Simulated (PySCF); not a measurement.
C4H7Cl, SMILES CC/C=C\Cl.

Geometry optimised at PBE-D3(BJ)/def2-SVP. One conformer was computed; it need not be the lowest.

Two levels are set side by side: PBE/def2-TZVP (PySCF) and B3LYP/def2-TZVP (PySCF). Same geometry, gas phase. Differences are taken from unrounded values.

```json
[
 {"quantity": "orbital gap (eV)", "B3LYP": "6.60"},
 {"quantity": "highest occupied level (eV)", "B3LYP": "-6.91"},
 {"quantity": "lowest empty level (eV)", "B3LYP": "-0.31"},
 {"quantity": "dipole moment (D)", "B3LYP": "1.56"},
 {"quantity": "mean polarisability (bohr³)", "B3LYP": "63.1"}
]
```

### Question
What does PBE give, and how far is it from B3LYP? (Estimate from the structure and the level; the computed values follow.)

### Answer

| quantity | PBE | PBE minus B3LYP |
|---|---|---|
| orbital gap (eV) | 4.93 | -1.68 |
| highest occupied level (eV) | -5.99 | 0.92 |
| lowest empty level (eV) | -1.06 | -0.76 |
| dipole moment (D) | 1.49 | -0.07 |
| mean polarisability (bohr³) | 64.4 | 1.3 |

Without exact exchange PBE keeps part of each electron's self-repulsion, which lifts occupied levels and narrows the gap. Differences between two approximate levels are no errors against the true value.

Rough cost on one machine, each run with all the roots and properties that it gave: B3LYP against PBE within a factor of 2.
